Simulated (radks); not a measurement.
Q: Radial electron density D(r) = 4 pi r^2 rho(r) of an atom or ion with 7 electrons. Calculated with a radial shooting solver on a logarithmic mesh with Libxc functionals: Dirac Kohn-Sham, PBE, spin-unpolarised, spherical densities, finite nucleus; Fermi nuclear charge, rms radius of each element as measured or else 0.836 A^(1/3) + 0.57 fm.

r (bohr)  D(r) (e/bohr)
0.002958          1.108
0.003613          1.589
0.004378          2.231
0.005305          3.107
0.006428          4.284
0.007788          5.838
0.009513          7.935
0.01153           10.46
0.01397           13.51
0.01692           17.00
0.0205            20.74
0.02484           24.37
0.03035           27.48
0.03677           29.20
0.04455           29.15
0.05398           27.17
0.06541           23.67
0.07989           19.62
0.0968            16.87
0.1173            16.34
0.1421            17.95
0.1722            20.12
0.2103            20.54
0.2548            17.75
0.3088            12.45
0.3741            6.795
0.4533            2.761
0.5537           0.7426
0.6709           0.1362
0.8129          0.01491

What is the nuclear charge?

A: Z = 25. The innermost maximum, from 1s, lies near gamma/Z bohr with gamma = sqrt(1 - (Z/c)^2) = 0.983, here 0.0393 bohr (found: 0.0405), and its height grows with Z. The density is that of the manganese ion Mn18+ in [He] 2s2 2p3; the configuration itself is not fixed sharply by these data, and Z only to about a unit. D(r) has 2 maxima, at r = 0.0405, 0.196 bohr, and minima at 0.111 bohr, inside which lie 2.25 electrons.
